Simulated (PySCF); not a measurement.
# Be (beryllium, neutral) across methods

[He] 2s1 3s1, high-spin 3S determinant (an excited configuration). All numbers are calculated (PySCF 2.14, scalar relativity by spin-free X2C-1e, in dyall-acv3z).

```
   method  E (hartree)  mean ε 1s β (eV)  mean ε 2s α (eV)  mean ε 3s α (eV)  Σ⟨r²⟩ (bohr²)   ⟨S²⟩
     PW91     -14.4283           -112.99           -10.379            -1.805          66.77  2.000
      UHF    -14.37988           -134.82           -14.193            -2.720          70.43  2.000
BHandHLYP     -14.4394           -124.48           -12.270            -2.173          68.69  2.000
     BLYP     -14.4381           -113.18           -10.175            -1.594          67.32  2.000
      PBE     -14.4118           -112.76           -10.355            -1.800          66.99  2.000
      LDA     -14.2269           -111.45           -10.218            -1.771          66.97  2.000
     PBE0     -14.4183           -118.46           -11.407            -2.096          67.90  2.000
   r2SCAN     -14.4330           -115.19           -10.548            -1.749          68.03  2.000
  LC-wPBE     -14.4182           -118.85           -14.139            -2.964          69.55  2.000
```

The outer electron is Rydberg-like, and this basis confines it to a smaller radius and binds it less than a complete one would.
